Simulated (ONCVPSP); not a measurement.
# Building the ONCV potential for Ca (PBEsol, fully relativistic).

Ca, optimised norm-conserving Vanderbilt (ONCV), made with ONCVPSP 4.0.1 (PBEsol, fully relativistic). Core [Ne], reference 3s2 3p6 4s1 4p1. Waves: 3s+4s: rc 2.20 bohr, ncon 3, nbas 7, qcut 5.3 1/bohr, 3 projectors, debl 3.3 Ha; 3p+4p: rc 2.40 bohr, ncon 5, nbas 8, qcut 6.6 1/bohr, 2 projectors; d scattering state at 0.35 Ha: rc 2.50 bohr, ncon 4, nbas 7, qcut 3.8 1/bohr, 2 projectors, debl 0.9 Ha; f scattering state at 0.13 Ha: rc 1.85 bohr, ncon 4, nbas 7, qcut 5.6 1/bohr, 2 projectors, debl 1.1 Ha. Local part: polynomial inside 1.45 bohr (lpopt 2, dvloc0 4 Ha). Core correction: Teter function, fcfact 3, rcfact 1.3.

Open shells are filled in proportion to 2j + 1.

In the d channel the program set the typed energies aside and used -0.111, 0.789 Ha (j = l + 1/2; the other j can differ).

Q: Does the generator finish with these settings?

A: Yes, a potential is produced and its reference levels are reproduced.

Q: Estimate the cutoffs (Ha) at which the residual kinetic energy of the hardest occupied pseudo-wave falls to 1 and 0.1 mHa per electron.

A: 13 Ha and 16 Ha.

Q: Does the potential have ghost states?

A: No bound ghost flagged; no localised positive-energy state flagged.

Q: Which valence shell sets the plane-wave cutoff?

A: 3p: 13 Ha for 1 mHa per electron, against 10 Ha for 4p.

Q: Tests: 3s2 3p6 4s2 4p0; 3s2 3p6 4s1 4p0; 3s2 3p6 4s0 4p0; 3s2 3p6 4s1.5 4p0. Which has the largest error in its energy relative to the reference configuration, and how large is it?

A: 3s2 3p6 4s0 4p0, with -1.1 meV (all-electron minus pseudo) on +15.56 eV.
